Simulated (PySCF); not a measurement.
Species: CH6AsNOSi.
Cartesian coordinates in Å at the PBE0-D3(BJ)/def2-SVP level; atoms count from 1:
```xyz
11
CH6AsNOSi angstrom
N     -2.1559   -0.4241    0.1085
C     -0.9066   -0.5045   -0.4095
O     -0.5781   -1.3584   -1.2136
Si     0.4299    0.7903    0.1350
As     2.3952   -0.1663   -0.7470
H     -2.4215    0.2907    0.7702
H     -2.8547   -1.0935   -0.1978
H      0.1361    2.1054   -0.5163
H      0.3982    1.0074    1.6174
H      3.2899    0.6456    0.1924
H      2.3020   -1.3211    0.2441
```

Method: PySCF 2.14.0, density-fitted response routines, TDDFT PBE0/def2-SVPD, vertical, gas phase, core orbitals frozen in the response. Relativistic effects, spin–orbit coupling among them, are left out although an element past zinc is present.

Transition dipole moments from the ground state, in atomic units and in the frame of the coordinates above (overall signs are arbitrary), for the states with f of 0.002 or more among the lowest 7:

| state | E (eV) | μx | μy | μz |
| --- | --- | --- | --- | --- |
| S1 | 4.799 | -0.100 | 0.076 | -0.073 |
| S2 | 5.906 | 0.184 | -0.050 | -0.106 |
| S3 | 5.971 | -0.414 | 0.057 | 0.287 |
| S4 | 6.292 | 0.386 | -0.240 | -0.517 |
| S5 | 6.390 | -0.834 | 0.053 | 0.112 |
| S6 | 6.555 | -0.104 | 0.304 | -0.032 |
| S7 | 6.617 | 0.041 | -0.252 | 0.092 |

What oscillator strength does each state have?

f = (2/3) ΔE |μ|² with ΔE in hartree (27.2114 eV).

| state | \|μ\|² (au) | \|μ\| (D) | f |
| --- | --- | --- | --- |
| S1 | 0.021 | 0.37 | 0.002 |
| S2 | 0.048 | 0.55 | 0.007 |
| S3 | 0.257 | 1.29 | 0.038 |
| S4 | 0.474 | 1.75 | 0.073 |
| S5 | 0.710 | 2.14 | 0.111 |
| S6 | 0.104 | 0.82 | 0.017 |
| S7 | 0.074 | 0.69 | 0.012 |

Which bond between heavy atoms lies closest to the direction of the S5 transition dipole?

N1–C2, at 15° from it; next Si4–As5 at 26°.

What angle do the transition dipoles of S4 and S5 make?

|cos θ| = |μa·μb| / (|μa| |μb|) = 0.68, so θ ≈ 47° (taken between 0 and 90°, since the signs are arbitrary).

How is the summed strength of these states shared among x, y and z?

(2/3) Σ ΔE μα² gives 0.165 for x, 0.036 for y and 0.059 for z, 0.260 in all.

What peak molar absorption coefficient would the strongest computed level give as a lone Gaussian band 0.3 eV wide at half height?

ε(max) = 2.175×10⁸ f / FWHM, with the width in cm⁻¹. S5: 2.175×10⁸ × 0.1112 / 2420 ≈ 10000 L mol⁻¹ cm⁻¹.

All these states lie below the vertical ionisation energy of 9.07 eV (ΔSCF).

One conformer stands for the species.
